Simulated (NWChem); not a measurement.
System: CHBr$_{2}$F; SMILES FC(Br)Br

Program: NWChem. Medium grid unless said otherwise, to which SCAN and Minnesota functionals are sensitive. All runs use the structure optimised with PBE0/def2-SVP.

Task: Order these by “dipole (D)”, lowest first: M06-2X/def2-TZVPD; LDA (Slater exchange, VWN5)/def2-TZVPD; Hartree-Fock/def2-TZVPD.

Result: LDA (Slater exchange, VWN5)/def2-TZVPD (1.08), M06-2X/def2-TZVPD (1.16), Hartree-Fock/def2-TZVPD (1.29)
